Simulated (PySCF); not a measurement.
Species: C5H9FS2Si.
Numbering: `[CH3:1]/[C:2](=[CH:3]\[F:4])[SiH:5]1[S:6][CH2:7][CH2:8][S:9]1`

Structure used (GFN2-xTB), in Å, numbered top down from 1:
```
atom  x, y, z in Å
C1     2.7831    0.6036    0.1156
C2     1.6558   -0.3391   -0.1638
C3     1.7408   -1.3069   -1.0659
F4     2.8480   -1.5206   -1.7965
Si5    0.0940   -0.0973    0.8418
S6    -1.4124   -1.5365    0.3291
C7    -2.7797   -0.3298    0.3990
C8    -2.4168    0.9354   -0.3408
S9    -0.9416    1.7339    0.3884
H10    3.0753    0.5293    1.1616
H11    3.6441    0.3837   -0.5104
H12    2.4613    1.6279   -0.0656
H13    0.9613   -2.0157   -1.3040
H14    0.3386   -0.1152    2.2803
H15   -3.6396   -0.8128   -0.0639
H16   -2.9996   -0.1276    1.4471
H17   -2.2001    0.7268   -1.3886
H18   -3.2214    1.6670   -0.2749
```

NICS is the negative of the GIAO shielding at a point without a nucleus: at the ring centre (0) and 1 Å above and below it (1); zz is the component along the ring normal. Level: GIAO PBE0/pcSseg-1 (PySCF, non-relativistic, gas phase) on the GFN2-xTB geometry, one conformer.

Ring bond lengths (Å), with Mayer bond orders in brackets: Si5–S6 2.146 (0.97), S6–C7 1.825 (1.00), C7–C8 1.510 (1.01), C8–S9 1.829 (1.00), S9–Si5 2.152 (0.96).

Question: Give the NICS values of each ring in ppm.

Answer: 
| ring | type | NICS(0) | NICS(1), two faces | NICS(1)zz, two faces | rms pucker (Å) | centre to ring atoms, mean (Å) |
| --- | --- | --- | --- | --- | --- | --- |
| Si5–S6–C7–C8–S9 | 5-membered ring with 2 S and Si; formal bonds all single | -9.2 | -5.2 / -5.2 | -2.8 / -3.9 | 0.23 | 1.56 |

Question: What can be read from them?

Answer: 
- Si5–S6–C7–C8–S9: mean NICS(1)zz -3.3 ppm, shielded. Si5, C7, C8 have four or more neighbours; no verdict on aromaticity is drawn.

Question: What field does 11.7 T along the ring normal induce along that normal at the second NICS(1) probe listed for ring Si5–S6–C7–C8–S9, 1 Å off the ring?

Answer: NICSzz × B0 = -3.9 ppm × 11.7 T = -46 μT, against the applied field.

Question: What are the shieldings of the ring atoms and their hydrogens in the same run (means over atoms taken as equivalent)?

Answer: 
```json
{"atoms": "Si5", "environment": "SiH silicon", "σ isotropic (ppm)": "330.2", "principal values of the symmetric part, first atom (ppm)": "277.7, 346.7, 366.2"}
{"atoms": "S6 (×2)", "environment": "sulfur bonded to C and Si", "σ isotropic (ppm)": "627.9", "principal values of the symmetric part, first atom (ppm)": "496.9, 567.8, 855.1"}
{"atoms": "C7 (×2)", "environment": "sp3 carbon bound to sulfur", "σ isotropic (ppm)": "145.5", "principal values of the symmetric part, first atom (ppm)": "111.0, 154.2, 169.9"}
{"atoms": "H14", "environment": "Si–H hydrogen", "σ isotropic (ppm)": "25.87", "principal values of the symmetric part, first atom (ppm)": "22.1, 23.1, 32.4"}
{"atoms": "H15 (×2)", "environment": "methylene hydrogen", "σ isotropic (ppm)": "28.79", "principal values of the symmetric part, first atom (ppm)": "21.6, 26.6, 37.7"}
{"atoms": "H16 (×2)", "environment": "methylene hydrogen", "σ isotropic (ppm)": "28.82", "principal values of the symmetric part, first atom (ppm)": "23.2, 26.6, 37.2"}
```
